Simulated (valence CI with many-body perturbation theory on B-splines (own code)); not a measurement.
Hg⁴⁰⁺: calculated level list

Calculated by valence CI with perturbative core correlation (CI+MBPT): four valence electrons over a frozen Dirac-Fock core [Kr], a basis of 7 s, 7 p, 8 d, 6 f, 4 g, 1 h functions for each j, with the one-electron correlation potential Σ1 (screened to all orders), the two-electron term Σ2, the three-electron term Σ3, Breit, model QED; selected single and double excitations, second order for the rest, scaled by the run's own slope (own B-spline code, finite nucleus).

No measured spectrum was set against this ion. As an estimate, large intervals hold to a few tenths of a per cent, small ones and those within an open d or f shell to about a per cent. The list stops below the first excitations out of the core.

Levels 1 to 34 of 34, with energies above the lowest level, (4d3/2^4) J=0. "Leading %" is the weight of the configuration and term that name the level; weights of strongly mixed levels are sums over their largest components and can fall short. In the jj column 3d3/2^4 stands for four electrons in 3d with j = 3/2. Lifetimes count E1, E2, E3, M1 and M2 decay at the calculated energies, and are blank where another channel may lead or the interval is too uncertain; long ones can be off by a factor of two.

| No. | Configuration | Term | J | E (eV) | Leading % | Lifetime | Second component | Leading jj |
| --- | --- | --- | --- | --- | --- | --- | --- | --- |
| 1 | 4d4 | 3P | 0 | 0.00 | 60 |  | 27 % 4d4 5D | 4d3/2^4 (98 %) |
| 2 | 4d4 | 5D | 1 | 23.63 | 58 | 5.76 μs | 41 % 4d4 3P | 4d3/2^3 4d5/2 (99 %) |
| 3 | 4d4 | 3F | 4 | 29.19 | 28 |  | 24 % 4d4 3H | 4d3/2^3 4d5/2 (98 %) |
| 4 | 4d4 | 5D | 2 | 29.96 | 36 | 447 μs | 18 % 4d4 3D | 4d3/2^3 4d5/2 (93 %) |
| 5 | 4d4 | 3F | 3 | 31.42 | 30 | 14.5 ms | 20 % 4d4 3G | 4d3/2^3 4d5/2 (95 %) |
| 6 | 4d4 | 5D | 0 | 51.17 | 66 | 2.23 μs | 22 % 4d4 1S | 4d3/2^2 4d5/2^2 (98 %) |
| 7 | 4d4 | 5D | 2 | 51.49 | 51 | 3.22 μs | 16 % 4d4 3F | 4d3/2^2 4d5/2^2 (95 %) |
| 8 | 4d4 | 3H | 4 | 52.67 | 40 | 5.65 μs | 36 % 4d4 5D | 4d3/2^2 4d5/2^2 (98 %) |
| 9 | 4d4 | 5D | 3 | 53.20 | 49 | 5.70 μs | 32 % 4d4 3G | 4d3/2^2 4d5/2^2 (94 %) |
| 10 | 4d4 | 3H | 5 | 55.28 | 67 | 11.1 μs | 33 % 4d4 3G | 4d3/2^2 4d5/2^2 (100 %) |
| 11 | 4d4 | 1I | 6 | 56.86 | 53 | 26.9 ms | 47 % 4d4 3H | 4d3/2^2 4d5/2^2 (99 %) |
| 12 | 4d4 | 3D | 1 | 56.91 | 41 | 5.50 μs | 41 % 4d4 3P | 4d3/2^2 4d5/2^2 (96 %) |
| 13 | 4d4 | 3F | 3 | 58.50 | 44 | 8.15 μs | 24 % 4d4 3D | 4d3/2^2 4d5/2^2 (98 %) |
| 14 | 4d4 | 3G | 4 | 58.90 | 54 | 26.3 μs | 39 % 4d4 1G | 4d3/2^2 4d5/2^2 (98 %) |
| 15 | 4d4 | 3F | 2 | 59.42 | 33 | 18.0 μs | 30 % 4d4 3D | 4d3/2^2 4d5/2^2 (97 %) |
| 16 | 4d4 | 3F | 2 | 64.80 | 50 | 4.15 μs | 29 % 4d4 3P | 4d3/2^2 4d5/2^2 (97 %) |
| 17 | 4d4 | 3F | 4 | 66.76 | 65 |  | 27 % 4d4 1G | 4d3/2^2 4d5/2^2 (96 %) |
| 18 | 4d4 | 1D | 2 | 71.84 | 42 | 58.3 μs | 31 % 4d4 3P | 4d3/2^2 4d5/2^2 (94 %) |
| 19 | 4d4 | 3P | 0 | 78.28 | 57 | 9.82 μs | 42 % 4d4 1S | 4d3/2^2 4d5/2^2 (83 %) |
| 20 | 4d4 | 5D | 4 | 80.44 | 37 | 2.54 μs | 24 % 4d4 3H | 4d3/2 4d5/2^3 (95 %) |
| 21 | 4d4 | 3F | 3 | 80.85 | 42 | 2.26 μs | 30 % 4d4 5D | 4d3/2 4d5/2^3 (97 %) |
| 22 | 4d4 | 3D | 1 | 82.97 | 50 | 1.79 μs | 28 % 4d4 3P | 4d3/2 4d5/2^3 (97 %) |
| 23 | 4d4 | 3G | 5 | 83.70 | 67 | 4.59 μs | 33 % 4d4 3H | 4d3/2 4d5/2^3 (100 %) |
| 24 | 4d4 | 3H | 6 | 84.24 | 53 | 5.40 μs | 47 % 4d4 1I | 4d3/2 4d5/2^3 (99 %) |
| 25 | 4d4 | 3F | 2 | 86.99 | 46 | 2.79 μs | 38 % 4d4 3P | 4d3/2 4d5/2^3 (96 %) |
| 26 | 4d4 | 3D | 3 | 87.89 | 36 | 3.77 μs | 32 % 4d4 1F | 4d3/2 4d5/2^3 (98 %) |
| 27 | 4d4 | 1S | 0 | 91.13 | 76 | 4.99 μs | 19 % 4d4 3P | 4d3/2 4d5/2^3 (79 %) |
| 28 | 4d4 | 3P | 1 | 93.83 | 89 | 3.11 μs | 8 % 4d4 3D | 4d3/2 4d5/2^3 (98 %) |
| 29 | 4d4 | 3F | 3 | 93.95 | 64 | 4.50 μs | 32 % 4d4 1F | 4d3/2 4d5/2^3 (99 %) |
| 30 | 4d4 | 1G | 4 | 94.59 | 65 | 3.77 μs | 23 % 4d4 3F | 4d3/2 4d5/2^3 (97 %) |
| 31 | 4d4 | 1D | 2 | 95.94 | 61 | 4.28 μs | 26 % 4d4 3P | 4d3/2 4d5/2^3 (90 %) |
| 32 | 4d4 | 3F | 4 | 112.25 | 46 | 1.73 μs | 21 % 4d4 1G | 4d5/2^4 (98 %) |
| 33 | 4d4 | 1D | 2 | 116.42 | 34 | 1.68 μs | 25 % 4d4 3D | 4d5/2^4 (94 %) |
| 34 | 4d4 | 3P | 0 | 127.07 | 52 | 1.33 μs | 45 % 4d4 1S | 4d5/2^4 (92 %) |

The ionisation energy to 4d3 4F_3/2 of the next ion comes out as 1930 eV (NIST: 1928 ± 4 eV (theoretical)). All 34 levels together are meant to be complete up to 144.17 eV.
